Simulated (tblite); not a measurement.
Compound: C7H9S (charge +1).
Atom-mapped SMILES: `[CH3:1][CH2:2][c:3]1[cH:4][cH:5][cH:6][cH:7][s+:8]1` (hydrogens: H9, H10, H11 on C1; H12, H13 on C2; H14 on C4; H15 on C5; H16 on C6; H17 on C7)
Bond orders are those of one Lewis drawing.

Computed with GFN2-xTB (tblite), gas phase: Langevin dynamics at 600 K from the optimised GFN2-xTB geometry, time step 0.5 fs, friction 0.01 fs⁻¹, 2000 steps.

Start geometry:
```
atom  x, y, z in Å
C1     -2.507    0.939   -0.086
C2     -1.701   -0.321   -0.361
C3     -0.242   -0.189   -0.100
C4      0.622   -1.263   -0.254
C5      1.986   -1.208   -0.035
C6      2.644   -0.046    0.375
C7      1.983    1.131    0.591
S8      0.312    1.349    0.394
H9     -2.183    1.761   -0.722
H10    -2.417    1.242    0.955
H11    -3.558    0.754   -0.291
H12    -2.086   -1.149    0.243
H13    -1.835   -0.627   -1.405
H14     0.188   -2.203   -0.567
H15     2.570   -2.104   -0.186
H16     3.713   -0.076    0.531
H17     2.504    2.022    0.910
```

The statistics below take the 31 frames saved every 25 fs from 250 to 1000 fs; their kinetic temperature (all 3N coordinates) averages 608 K.

Problem. How do the bond lengths spread?

Solution. 
| bond | start (Å) | mean (Å) | standard deviation (Å) | shortest (Å) | longest (Å) |
| --- | --- | --- | --- | --- | --- |
| C1–C2 | 1.521 | 1.535 | 0.042 | 1.445 | 1.625 |
| C2–C3 | 1.487 | 1.497 | 0.040 | 1.432 | 1.599 |
| C3–C4 | 1.387 | 1.389 | 0.029 | 1.315 | 1.478 |
| C4–C5 | 1.383 | 1.383 | 0.037 | 1.302 | 1.450 |
| C5–C6 | 1.398 | 1.410 | 0.029 | 1.359 | 1.493 |
| C6–C7 | 1.366 | 1.368 | 0.031 | 1.311 | 1.443 |
| C7–S8 | 1.697 | 1.704 | 0.039 | 1.641 | 1.874 |
| C3–S8 | 1.709 | 1.732 | 0.059 | 1.584 | 1.872 |
| C1–H9 | 1.089 | 1.089 | 0.026 | 1.029 | 1.144 |
| C1–H10 | 1.088 | 1.096 | 0.038 | 1.044 | 1.193 |
| C1–H11 | 1.086 | 1.104 | 0.048 | 1.022 | 1.206 |
| C2–H12 | 1.095 | 1.101 | 0.045 | 1.016 | 1.195 |
| C2–H13 | 1.096 | 1.111 | 0.052 | 1.031 | 1.207 |
| C4–H14 | 1.082 | 1.089 | 0.041 | 1.008 | 1.191 |
| C5–H15 | 1.080 | 1.097 | 0.063 | 1.000 | 1.249 |
| C6–H16 | 1.081 | 1.091 | 0.032 | 1.026 | 1.168 |
| C7–H17 | 1.080 | 1.085 | 0.029 | 1.036 | 1.144 |

Problem. Give the same statistics for bond angles, one of each kind among heavy atoms.

Solution. 
| angle | start (°) | mean (°) | standard deviation (°) | smallest (°) | largest (°) |
| --- | --- | --- | --- | --- | --- |
| C1–C2–C3 | 114.5 | 115.8 | 6.4 | 101.2 | 128.4 |
| C2–C3–C4 | 121.5 | 121.7 | 5.6 | 113.7 | 133.6 |
| C2–C3–S8 | 116.7 | 117.3 | 6.6 | 99.1 | 129.4 |
| C4–C3–S8 | 121.8 | 120.1 | 4.1 | 112.4 | 129.5 |
| C3–C4–C5 | 124.5 | 124.6 | 4.0 | 116.6 | 137.9 |
| C4–C5–C6 | 122.9 | 123.0 | 4.9 | 113.7 | 137.7 |
| C5–C6–C7 | 122.4 | 121.2 | 3.8 | 111.7 | 128.0 |
| C6–C7–S8 | 124.7 | 124.3 | 2.5 | 118.5 | 128.9 |
| C3–S8–C7 | 103.7 | 103.6 | 3.0 | 97.8 | 109.8 |

Problem. How far does each atom move about its mean position (frames aligned on the start, all atoms weighted alike), and what rms force does it feel?

Solution. 
```csv
atom,rms displacement (Å),rms force (eV/Å)
C1,0.20,2.29
C2,0.24,2.42
C3,0.24,2.00
C4,0.23,2.53
C5,0.20,2.77
C6,0.16,2.05
C7,0.24,1.95
S8,0.42,1.71
H9,0.77,1.12
H10,0.74,1.25
H11,0.66,1.60
H12,0.59,1.55
H13,0.56,1.59
H14,0.37,1.48
H15,0.43,2.05
H16,0.37,1.19
H17,0.39,1.03
```

The displacements run from 0.16 to 0.77 Å, the largest at H9.

Problem. Follow the torsion C1–C2–C3–C4 through every second one of these frames.

Solution. 
```csv
t (fs),C1–C2–C3–C4 (°)
250,-171
300,179
350,-172
400,169
450,147
500,138
550,128
600,157
650,-176
700,-168
750,-178
800,-161
850,-143
900,-136
950,-158
1000,156
```

Largest departure from the start value over all these frames: C1–C2–C3–C4 51° (start 178°).

The run is classical and short, so these are rough statistics of one trajectory.

What follows is the cost of the whole dynamics run. On Arm Neoverse V2, one thread, shared host with 96 logical CPUs at a one-minute load of 45, this took 11 s wall and 0.19 GiB of memory at its peak.
